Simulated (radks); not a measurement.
Problem. All-electron atom: Au4+ in [Kr] 4d10 4f14 5s2 5p5.5 5d7 6p0.5 (fractional occupations, a model configuration). Calculated with a radial shooting solver on a logarithmic mesh with Libxc functionals: scalar-relativistic Kohn-Sham, PBE, spin-polarised, spherical densities, point nucleus; open shells are filled with parallel spins first (spin-orbit coupling, left out, can overturn this in heavy ions). Some entries of the table are withheld. Estimate them.

orbital  occ.  eigenvalue (hartree)  <r> (bohr)
1s up       1             -2971.063     0.01686
1s down     1             -2971.060     0.01686
2s up       1             -525.9558     0.07111
2s down     1             -525.9442     0.07111
2p up       3             -454.9016     0.06424
2p down     3             -454.8910     0.06424
3s up       1             -125.7539      0.1838
3s down     1             -125.7483      0.1838
3p up       3             -105.1491      0.1851
3p down     3             -105.1428      0.1851
3d up       5             -83.16531      0.1677
3d down     5             -83.15595      0.1677
4s up       1             -28.95132      0.4069
4s down     1             -28.93823      0.4070
4p up       3             -22.19556      0.4335
4p down     3             -22.18302      0.4335
4d up       5             -14.09209      0.4583
4d down     5             -14.07739      0.4581
5s up       1              -6.08056      0.9198
5s down     1              -5.99318      0.9163
4f up       7              -5.09536      0.4980
4f down     7              -5.07441      0.4962
5p up       3              -4.26287       1.050
5p down   2.5              -4.16057       1.046
5d up       5              -2.17202         (1)
5d down     2              -2.06248         (2)
6p up     0.5              -1.30061         (3)
6p down     0              -1.23992         (4)

Solution. 
(1) 5d up <r> (bohr): 1.357
(2) 5d down <r> (bohr): 1.364
(3) 6p up <r> (bohr): 2.523
(4) 6p down <r> (bohr): 2.550
